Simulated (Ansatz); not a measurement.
Consider the cleavage of the B–Si bond: `B[SiH]1OP1` + `C=C[SiH2]N` → `BN[SiH2]C=C` + `O1[SiH2]P1`.

Gas-phase electronic energies from Ansatz, PBE0-D4/def2-TZVP geometries. CCSD(T)/CBS is the MP2 limit (def2-TZVPP, def2-QZVPP) plus CCSD(T) − MP2 in def2-TZVPP, frozen cores. DFT in def2-TZVPP. B3LYP here is the variant with VWN-RPA as its local correlation; programs differ in this. One conformer a species, not always the lowest.

`B[SiH]1OP1`:

Z-matrix (Å, degrees):
```
Si
O 1 1.687
P 1 2.189 2 50.1
B 1 1.946 2 117.2 3 88.9
H 1 1.480 2 113.2 3 -106.7
H 3 1.436 1 97.0 2 95.9
H 4 1.193 1 118.5 2 2.9
H 4 1.194 1 121.0 2 -169.9
```

`C=C[SiH2]N`:

Z-matrix (Å, degrees):
```
Si
C 1 1.865
N 1 1.715 2 114.9
H 1 1.488 2 108.4 3 -120.8
H 1 1.488 2 108.4 3 120.8
C 2 1.330 1 123.1 3 0.1
H 2 1.091 1 118.8 3 -179.9
H 3 1.006 1 121.5 2 75.9
H 3 1.006 1 121.5 2 -76.3
H 6 1.087 2 122.6 1 180.0
H 6 1.087 2 121.2 1 -0.0
```

`BN[SiH2]C=C`:

Cartesian coordinates in Å:
```
B -0.996 -1.644 1.832
N -0.697 -1.171 0.550
Si 0.700 -0.239 0.069
C 0.204 1.410 -0.623
C 0.499 1.779 -1.867
H -0.236 -1.415 2.728
H -2.004 -2.267 2.014
H -1.368 -1.379 -0.178
H 1.448 -0.948 -1.005
H 1.537 -0.102 1.285
H -0.348 2.108 0.005
H 1.046 1.123 -2.539
H 0.214 2.746 -2.272
```

`O1[SiH2]P1`:

```xyz
6

O     0.254   -1.209    0.300
Si    0.498    0.440    0.206
P    -0.611   -0.812   -1.149
H     1.886    0.862   -0.079
H    -0.143    1.231    1.279
H    -1.883   -0.513   -0.558
```

| level | ΔE (kcal/mol) | difference from CCSD(T)/CBS |
| --- | --- | --- |
| LDA (SPW92) | -31.5 | 3.4 |
| BLYP-D4 | -32.4 | 2.5 |
| PBE0-D4 | -32.4 | 2.5 |
| B3LYP-D4 | -34.0 | 0.9 |
| CAM-B3LYP-D4 | -36.3 | -1.4 |
| revPBE | -30.4 | 4.5 |
| PBE0 | -32.6 | 2.3 |
| B3LYP | -34.4 | 0.5 |
| MP2/def2-TZVPP | -36.8 | -1.9 |
| SCS-MP2/def2-TZVPP | -37.5 | -2.6 |
| CCSD(T)/CBS | -34.9 | 0 |

(1) What do rigid-rotor, harmonic-oscillator terms from PBE0-D4/def2-TZVP frequencies (298.15 K, 1 bar) make of the CCSD(T)/CBS value? (An estimate is asked.)

Largest T1 diagnostic among the species: 0.021, so the coupled-cluster value is less sure than usual.

## Answers

(1) Ansatz gave: ΔZPE = +0.6 kcal/mol, ΔH = -34.9 kcal/mol, ΔS = -16 J/(mol·K), ΔG = -33.7 kcal/mol.

From BLYP to BHLYP (50 % exact exchange), in def2-TZVPP and without D4, ΔE moves by −3.6 kcal/mol. At CCSD(T), def2-SVP lies −4.8 kcal/mol from the extrapolated value and def2-TZVPP −0.4 kcal/mol.
